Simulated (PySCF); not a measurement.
# Vibration and rotation of GaH⁻

UHF-CCSD(T) constants of GaH⁻, ²Π (doublet), unpaired electrons π ↑ (PySCF, no relativity, basis sets Ga def2-TZVPPD, H def2-TZVPPD; masses 68.9256 and 1.0078 u):

- ωe: 1381.8 cm⁻¹
- ωexe: 34.2 cm⁻¹
- Be: 5.8097 cm⁻¹
- αe: 0.236 cm⁻¹
- D (centrifugal): 0.000411 cm⁻¹

**Question.** Give the vibrational terms G(v) and spacings up to v = 5.

**Answer.** G(v) = ωe(v+½) − ωexe(v+½)².

```csv
v,G(v) (cm⁻¹),G(v) − G(v−1),Bv (cm⁻¹)
0,682,,5.692
1,1996,1313,5.456
2,3241,1245,5.220
3,4417,1177,4.984
4,5526,1108,4.748
5,6565,1040,4.512
```

Correlated steps freeze 9 core orbitals. Spin–orbit coupling is left out. The state is the lowest determinant that a PBE0 search found; another state may lie lower at other levels.
